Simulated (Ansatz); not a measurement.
Rb3H3⁻, relaxed as a doublet with UKS PBE0-D4/def2-TZVPD in Ansatz, starting from the GFN1-xTB geometry. Force threshold 0.02 eV/Å.

In the def2 sets Rb takes a core potential; there is no spin–orbit coupling. The highest occupied level of the charge -1 doublet lies above zero (up to 0.44 eV). By energy differences its removal costs 0.90 eV (vertical, to the charge 0 singlet, at PBE0-D4/def2-TZVPD); a positive level beside a positive removal energy at the same level points to self-interaction error. The relaxation made no stability test and no search for a lower SCF solution. At PBE0-D4/def2-TZVPD a quartet of charge -1 lies 1.66 eV below the doublet, each at its own geometry. Another isomer (doublet) lies 0.05 eV lower at r2SCAN-D4/def2-TZVPD.

Start:

```xyz
6

Rb    1.933    0.370   -3.191
Rb    0.008    0.026    0.291
Rb   -3.536   -0.991    1.920
H     1.389    0.451    0.014
H    -0.705    2.569    0.282
H     0.911   -2.425    0.683
```

**Question.** Estimate the energy that the relaxation releases and the steps that it takes.

**Answer.** 150.9 kcal/mol, in 23 steps; 43 s on 4 threads of Arm Neoverse V2 on a shared host. The force fell under the threshold at step 20, but the optimiser went on. No frequencies were taken in this run, so the end may be a saddle point.

**Question.** Does the start keep its bonding and symmetry?

**Answer.** Bonds lost: Rb2–H5, Rb2–H6 (atoms count from 1). Bonds formed: Rb1–H4 (atoms count from 1). Metal–metal contacts that move far: Rb1–Rb3 7.61 to 4.91 Å. Point group Cs at the start, Cs at the end, both within 0.05 Å.

**Question.** Predict the relaxed structure.

**Answer.** 
| atom | x (Å) | y (Å) | z (Å) |
| --- | --- | --- | --- |
| Rb1 | 0.6382 | 0.0402 | -2.0720 |
| Rb2 | 1.2077 | 0.5169 | 1.5673 |
| Rb3 | -3.0572 | -0.9083 | 1.0183 |
| H4 | 2.7067 | 0.8281 | -0.6037 |
| H5 | -1.3413 | 1.5947 | -0.1022 |
| H6 | -0.1540 | -2.0715 | 0.1923 |
Bond lengths (bridged metal pairs left out): 2 × Rb–Rb 4.53 to 4.91 Å; 2 × H–Rb 2.66 Å.
